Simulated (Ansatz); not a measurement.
Consider the redistribution: `C[SiH](F)O[SiH2]O` + `CBBF` → `CB[SiH](C)F` + `O[SiH2]OBF`.

Isolated molecules relaxed with PBE0-D4/def2-TZVP in Ansatz; ΔE leaves out vibrations. CBS: MP2 limit from def2 TZ/QZ plus the TZ coupled-cluster correction, frozen cores. DFT in def2-TZVPP. Each species was taken in one conformer, which may not be the lowest.

`C[SiH](F)O[SiH2]O`:

Z-matrix (Å, degrees):
```
C
Si 1 1.845
H 1 1.093 2 110.5
H 1 1.093 2 111.0 3 -120.0
H 1 1.093 2 110.4 3 119.7
F 2 1.604 1 108.2 3 -179.7
O 2 1.626 1 112.0 3 -61.3
H 2 1.479 1 113.7 3 61.5
Si 7 1.637 2 140.5 1 -73.7
O 9 1.639 7 111.5 2 4.8
H 9 1.477 7 109.0 2 121.1
H 9 1.483 7 107.3 2 -117.2
H 10 0.959 9 118.0 7 -69.5
```

`CBBF`:

Cartesian coordinates in Å:
```
C -0.195 -0.601 1.120
B 0.089 -0.412 -0.400
B 0.079 1.067 -1.201
F 1.156 1.845 -1.277
H 0.816 -0.679 1.556
H -0.689 0.228 1.629
H -0.690 -1.542 1.370
H 0.340 -1.402 -1.040
H -0.906 1.496 -1.757
```

`CB[SiH](C)F`:

```xyz
13

C    -1.598    1.301   -0.068
B    -1.270   -0.217   -0.116
Si    0.473   -0.928    0.601
C     1.913   -0.398   -0.465
F     0.485   -2.539    0.688
H    -2.153    1.655   -0.942
H    -0.769    1.979    0.144
H    -2.308    1.396    0.772
H    -2.102   -0.958   -0.563
H     0.692   -0.437    1.995
H     2.852   -0.783   -0.061
H     1.978    0.693   -0.497
H     1.806   -0.763   -1.489
```

`O[SiH2]OBF`:

Cartesian coordinates in Å:
```
O -0.224 -0.667 -1.685
Si 0.917 -0.096 -0.664
O 0.287 0.498 0.738
B -0.905 0.585 1.345
F -0.971 1.214 2.509
H -0.629 -1.517 -1.507
H 1.866 -1.161 -0.265
H 1.569 1.026 -1.364
H -1.910 0.117 0.894
```

| level | ΔE (kcal/mol) |
| --- | --- |
| PBE0-D4 | -4.2 |
| B2PLYP | -3.0 |

Question: What does CCSD(T)/CBS give? (Estimate.)

Answer: Ansatz gave: -2.5 kcal/mol. The listed levels differ from it by -1.7, -0.5 kcal/mol.

Largest T1 diagnostic among the species: 0.013.

From PBE to PBE0 (25 % exact exchange), in def2-TZVPP and without D4, ΔE moves by +1.0 kcal/mol. In def2-TZVPP, CCSD(T) changes the Hartree–Fock value by −1.8 kcal/mol (the triples alone add −0.4 kcal/mol) and MP2 by −1.5 kcal/mol.
